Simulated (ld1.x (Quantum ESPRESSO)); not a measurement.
**Configuration tests for copper (Cu) (TM)**

- Element: Cu
- Generator: ld1.x (Quantum ESPRESSO) 7.5
- Type: norm-conserving Troullier–Martins (Kleinman–Bylander form)
- Functional: LDA (PZ)
- Relativity: scalar-relativistic
- Frozen core: [Ar]
- Valence charge: 11
- Reference configuration: 3d10 4s1 4p0
- Partial waves: 4s (bound): rc 2.30 bohr; 4p (bound, empty): rc 2.65 bohr; 3d (bound): rc 0.90 bohr
- Local potential: all-electron potential smoothed inside 2.10 bohr (lloc = -1)
- Core correction: none

Energies are relative to the spin-unpolarised reference configuration 3d10 4s1 4p0; without spin polarisation the order of configurations can differ from experiment. Spin-polarised rows fill each open shell by Hund’s rule, majority spin first. Not all tests gave a result: 1 of 9 tests not solved or not reliable.

```csv
valence configuration,charge,ΔE all-electron (eV),error AE − PS (meV)
3d10 4s0 4p0,+1,8.434,-12
3d9 4s0 4p0,+2,30.121,-56
3d8 4s0 4p0,+3,69.485,-602
3d9 4s1 4p1,0,6.934,-124
3d7 4s0 4p0,+4,129.516,-2111
3d9 4s0 4p0 (spin-polarised),+2,29.879,+129
```

(1) What are ΔE and the potential's error for 3d10 4s1 4p0 (spin-polarised)?

(2) What are ΔE and the potential's error for 3d9 4s1 4p0?

Levels in the configuration 3d9 4s1 4p0:

```
level  all-electron (eV)  pseudo (eV)
   3d            -19.204      -19.419
   4s            -13.934      -13.885
```

## Answers

(1) ΔE = -0.184 eV all-electron; the error (AE − PS) is +3.6 meV.

(2) ΔE = 11.902 eV all-electron; the error (AE − PS) is -86 meV.
